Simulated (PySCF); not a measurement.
PySCF input for C2H6O2, SMILES C(CO)O, PBE/pcSseg-1. The structure is a stationary point at PBE0-D3(BJ)/def2-SVP. Other conformers were not sampled.

```python
import numpy as np
from pyscf import gto, scf, dft
from pyscf.prop.nmr import rks as nmr

mol = gto.M(
    atom='''
    O     1.33534053   -0.52310108   -0.01938480
    C     0.61453036    0.65805082   -0.28791404
    C    -0.83421865    0.24738050   -0.42900698
    O    -1.28161921   -0.39919189    0.72509517
    H     2.20804042   -0.29169223    0.30968485
    H     0.70279869    1.38035081    0.54632291
    H     0.96383518    1.15776049   -1.21312286
    H    -1.46145183    1.13814472   -0.59336535
    H    -0.93290793   -0.39571226   -1.32842438
    H    -0.59195543   -1.04309575    0.93474796
    ''',
    basis='pcSseg-1',
    charge=0,
    spin=0,
    max_memory=1600,
    verbose=3,
)
mf = dft.RKS(mol, xc='pbe')
mf.grids.level = 3
mf.conv_tol = 1e-10
mf.max_cycle = 100
mf.kernel()
n = nmr.NMR(mf)
n.verbose = 2
n.max_cycle_cphf = 60
sigma = n.kernel()
print('atom   isotropic/ppm   span/ppm')
for i, s in enumerate(sigma):
    w = np.linalg.eigvalsh((s + s.T) / 2)
    print(f'{mol.atom_symbol(i):2s}{i + 1:3d} {w.mean():14.3f} {w[2] - w[0]:11.3f}')
```

Program output:

```
converged SCF energy = -229.962518591606
atom   isotropic/ppm   span/ppm
O   1        307.568     117.270
C   2        110.693      48.795
C   3        113.575      53.477
O   4        303.894      67.067
H   5         31.045      22.376
H   6         27.321      10.014
H   7         27.336       9.079
H   8         27.723       8.088
H   9         27.086      10.305
H  10         29.470      20.979
```

The run converged.

Cost: roughly 17 core-seconds.
